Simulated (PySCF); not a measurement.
MgCl2, SMILES [Cl][Mg][Cl].

The structure is a stationary point at ωB97X-D3(BJ)/def2-TZVP. The isomer is the one that the SMILES or the coordinates give; other isomers of the formula were not compared.

Two levels are set side by side: PBE/def2-TZVPD (PySCF) and M06-2X/def2-TZVPD (PySCF). Same geometry, gas phase. Differences are taken from unrounded values.

```csv
quantity,M06-2X
orbital gap (eV),8.92
highest occupied level (eV),-10.37
lowest empty level (eV),-1.45
mean polarisability (bohr³),48.8
```

Question: What does PBE give, and how far is it from M06-2X? (Estimate from the structure and the level; the computed values follow.)

Answer: 
```csv
quantity,PBE,PBE minus M06-2X
orbital gap (eV),5.13,-3.79
highest occupied level (eV),-7.66,2.71
lowest empty level (eV),-2.53,-1.08
mean polarisability (bohr³),52.7,3.8
```

Without exact exchange PBE keeps part of each electron's self-repulsion, which lifts occupied levels and narrows the gap. Loosely held outer electrons make PBE densities more polarisable. Differences between two approximate levels are no errors against the true value.

Rough cost on one machine, each run with all the roots and properties that it gave: M06-2X against PBE about 4 times.
